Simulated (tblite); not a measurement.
Species: C₅H₁₂Si₂.
Bonds: C1–C2 (double), C2–C3, C3–C4, C4–Si5, Si5–C6, C6–Si7, C4–Si7. Hydrogens: H8, H9 on C1; H10 on C2; H11, H12 on C3; H13 on C4; H14, H15 on Si5; H16, H17 on C6; H18, H19 on Si7.

Computed with GFN2-xTB (tblite), gas phase: Langevin dynamics at 300 K from the optimised GFN2-xTB geometry, time step 0.5 fs, friction 0.01 fs⁻¹, 2000 steps. The instantaneous temperature is 2·E(kin)/(3Nk) with all 3N coordinates.

```tsv
t (fs)	T (K)	E(pot) above start (eV)	C1=C2 (Å)	C2–C3 (Å)	C3–C4 (Å)	C4–Si5 (Å)	Si5–C6 (Å)	C1–H8 (Å)	C1–C2–C3–C4 (°)
0	244	0.000	1.320	1.493	1.530	1.926	1.920	1.077	114
50	190	0.407	1.326	1.519	1.506	1.906	1.925	1.100	112
100	251	0.479	1.313	1.480	1.493	1.892	1.947	1.054	116
150	309	0.536	1.344	1.490	1.540	1.889	1.929	1.111	125
200	233	0.515	1.305	1.515	1.508	1.904	1.927	1.075	129
250	259	0.501	1.305	1.478	1.520	1.960	1.943	1.111	124
300	296	0.587	1.330	1.490	1.572	1.948	1.941	1.090	107
350	273	0.577	1.314	1.499	1.500	1.943	1.887	1.065	109
400	218	0.789	1.316	1.528	1.501	1.929	1.977	1.075	135
450	266	0.592	1.327	1.539	1.556	1.890	1.966	1.105	138
500	332	0.635	1.295	1.468	1.534	1.903	1.864	1.068	128
550	252	0.697	1.324	1.498	1.498	2.000	1.899	1.049	94
600	300	0.619	1.351	1.450	1.606	1.937	1.912	1.111	101
650	415	0.773	1.306	1.540	1.490	1.887	1.919	1.074	93
700	396	0.700	1.370	1.490	1.555	1.934	1.910	1.069	84
750	244	0.663	1.318	1.506	1.583	1.905	1.873	1.120	107
800	397	0.658	1.331	1.459	1.507	1.829	1.870	1.080	107
850	282	0.901	1.310	1.474	1.574	1.805	1.907	1.034	89
900	290	0.732	1.341	1.529	1.526	1.856	1.901	1.112	88
950	278	0.790	1.338	1.448	1.594	1.832	1.897	1.080	84
1000	364	0.577	1.307	1.520	1.502	1.866	1.896	1.080	61
```

**Question.** From 500 fs on, how do temperature and potential energy compare with equipartition?

**Answer.** The mean temperature of these 11 frames is 323 K against the target 300 K, and the mean potential energy 0.70 eV against 51 × kT/2 = 0.66 eV for 51 classical harmonic modes. For 19 atoms in a canonical ensemble the temperature itself scatters by T·√(2/(3N)) = 56 K; here its standard deviation is 58 K. The whole run lasts only 10 friction times of 100 fs, so these averages carry a wide statistical error.

**Question.** What are the kinetic and total energies of the listed frame with the highest potential energy?

**Answer.** The one at 850 fs, 0.901 eV above the start. Its kinetic energy is 3NkT/2 = 0.694 eV at 282 K, so the sum is 1.59 eV; over the listed frames the sum runs from 0.60 to 1.79 eV, since the thermostat adds and removes energy.

**Question.** How much do the listed bonds fluctuate from 500 fs on?

**Answer.** 
| bond | at the start (Å) | mean (Å) | standard deviation (Å) |
| --- | --- | --- | --- |
| C1=C2 | 1.320 | 1.327 | 0.021 |
| C2–C3 | 1.493 | 1.489 | 0.031 |
| C3–C4 | 1.530 | 1.543 | 0.040 |
| C4–Si5 | 1.926 | 1.887 | 0.054 |
| Si5–C6 | 1.920 | 1.895 | 0.017 |
| C1–H8 | 1.077 | 1.080 | 0.025 |

The motion is classical and holds no zero-point motion.

What follows is the cost of the whole dynamics run. Time: 17 s wall; peak memory 0.18 GiB. Hardware: one thread of an AMD EPYC 9B14, shared host with 90 logical CPUs at a one-minute load of 15.
